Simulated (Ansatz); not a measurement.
Born–Oppenheimer molecular dynamics of F2Ge2H6O (11 atoms, charge 0, multiplicity 1). It starts at the highest image of a converged band. Of that band: Neighbouring images differ by up to 1.6 eV, so the band resolves the path poorly. A vibrational analysis at the climbing image gives one clearly imaginary mode, 1367i cm⁻¹: a first-order saddle point.

Theory: RKS PBE0/def2-SVP (Ansatz 0.2.0).

```yaml
ensemble: NVE (velocity Verlet)
time_step: 0.5 fs
steps_asked: 200
starting_velocities_drawn_for: 100 K
seed: 2954
```

First frame:

```xyz
11
Properties=species:S:1:pos:R:3
Ge 0.050 -0.542 0.041
H -0.694 -0.835 1.716
F 1.306 -0.576 -1.195
F -0.153 1.170 0.185
Ge -1.612 -1.850 -1.148
H -2.893 -1.945 -0.306
H -1.883 -1.183 -2.503
H -1.018 -3.252 -1.364
O 1.344 -1.100 1.363
H 2.070 -1.726 1.217
H 0.317 -1.164 1.921
```

Task: How far do the bonds stretch over the last three quarters of this one trajectory? (Pairs bonded in most of those frames.)

Result: 
| bond | mean (Å) | spread (Å) | shortest | longest |
| --- | --- | --- | --- | --- |
| Ge1–H2 | 1.560 | 0.052 | 1.49 | 1.68 |
| Ge1–F3 | 1.762 | 0.020 | 1.73 | 1.79 |
| Ge1–F4 | 1.740 | 0.019 | 1.71 | 1.77 |
| Ge1–Ge5 | 2.412 | 0.050 | 2.36 | 2.52 |
| Ge5–H6 | 1.541 | 0.012 | 1.52 | 1.56 |
| Ge5–H7 | 1.537 | 0.008 | 1.52 | 1.55 |
| Ge5–H8 | 1.542 | 0.011 | 1.52 | 1.56 |
| O9–H10 | 0.971 | 0.018 | 0.94 | 1.00 |
| O9–H11 | 0.968 | 0.009 | 0.95 | 0.99 |

Pairs bonded in part of these frames only: Ge1–O9 32 %.

Mean temperature of the second half: 1070 K. The conserved energy stayed within 0.073 meV per atom of its start (net change -0.022 meV per atom), so the integration is sound. The kinetic energy rose, since the run started high on the potential surface and went downhill. It ends in pieces (F2Ge2H4 + H2O), so much of that is their flight and rotation, not heat. A run of 0.1 ps of so small a system gives no equilibrium averages. The orbitals stay closed-shell, which can raise the energy where a bond breaks towards radicals; this wasn't checked here.

Time of the run: 8.7 min on 4 threads of Arm Neoverse V2 (shared host), peak memory 0.4 GiB.
